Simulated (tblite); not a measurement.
Compound: C2H10O2Si2.
Cartesian coordinates in Å at the GFN2-xTB level; atoms count from 1:
```xyz
16
C2H10O2Si2 angstrom
C     -3.0824    0.0938    0.1372
O     -2.2948   -1.0366    0.3330
Si    -0.8116   -1.1453    0.9992
Si     0.5895    0.2602   -0.1395
O      2.0245   -0.1035    0.5283
C      3.2548    0.4816    0.2451
H     -3.8982   -0.1714   -0.5369
H     -3.5027    0.4351    1.0872
H     -2.5031    0.9099   -0.3034
H     -0.6505   -2.5871    0.8310
H     -0.8981   -0.8550    2.4452
H      0.6714    0.1047   -1.6078
H      0.3327    1.7164   -0.0179
H      3.4514    0.4795   -0.8293
H      3.2764    1.5153    0.5984
H      4.0328   -0.0886    0.7538
```

All values are computed: GFN2-xTB (tblite) harmonic vibrations without scaling, gas phase. Against measured fundamentals such values can be off by several per cent, at times by over 20. Modes of hydrogen on silicon can be 10 to 20 % off. One conformer, not necessarily the lowest.

Harmonic wavenumbers (cm⁻¹): 33.7, 71.9, 85.6, 96.8, 114.9, 122.0, 170.7, 248.8, 269.8, 390.8, 482.7, 496.0, 612.8, 633.3, 709.3, 743.6, 769.5, 794.3, 797.5, 884.3, 1130.8, 1133.1, 1135.1, 1138.7, 1154.2, 1162.2, 1418.8, 1419.8, 1486.4, 1487.3, 1491.2, 1493.0, 2058.2, 2114.7, 2132.5, 2272.9, 2938.2, 2950.8, 2951.0, 2964.9, 2985.5, 2991.6.

A = 6479, B = 967.1, C = 877.2 MHz; mass 122.022 u (most abundant isotopes); point group C1, symmetry number 1.

Q: What is the zero-point energy?

A: ½Σν̃ = 25270 cm⁻¹ = 302.29 kJ/mol.

Q: Entropy at 500 K, 1 bar (ideal gas, RRHO, classical rotation)?

A: Translation 179.52, rotation 125.53, vibration 219.55: S = 524.6 J/(mol K).

Q: And Cp and H(500 K) − H(0)?

A: Cp = 213.14 J/(mol K), of which vibrations give 179.88 (their classical limit is 42 R = 349.2); H(500 K) − H(0) = 68.06 kJ/mol without the zero-point energy, 51.43 from vibrations.

Q: How do the functions run with temperature in this model?

A: 
| T (K) | S (J/(mol K)) | Cp (J/(mol K)) | H − H(0) (kJ/mol) | G − H(0) (kJ/mol) | ln q(vib) |
| --- | --- | --- | --- | --- | --- |
| 100 | 302.2 | 89.5 | 6.26 | -23.97 | 2.57 |
| 200 | 374.7 | 123.0 | 16.90 | -58.03 | 5.88 |
| 300 | 430.8 | 156.1 | 30.86 | -98.39 | 8.80 |
| 800 | 638.4 | 270.7 | 141.35 | -369.33 | 20.96 |
| 1000 | 701.7 | 296.2 | 198.18 | -503.47 | 25.09 |

q(vib) and H(0) count from the zero-point level.

Q: Blend soft modes into free rotors: weight 1/[1 + (100 cm⁻¹/ν̃)⁴] for the oscillator and the rest for a rotor with moment μB/(μ + B), μ = h/(8π²ν), B = 10⁻⁴⁴ kg m². What vibrational entropy results?

A: 196.99 J/(mol K) in place of 219.55, which changes −T·S at 500 K by +11.28 kJ/mol.

Hindered rotation and anharmonicity are outside this model. Other conformers, if any are populated, would add a mixing term that is left out. The structure is chiral; the term R ln 2 for an equal mix with its mirror image is left out.
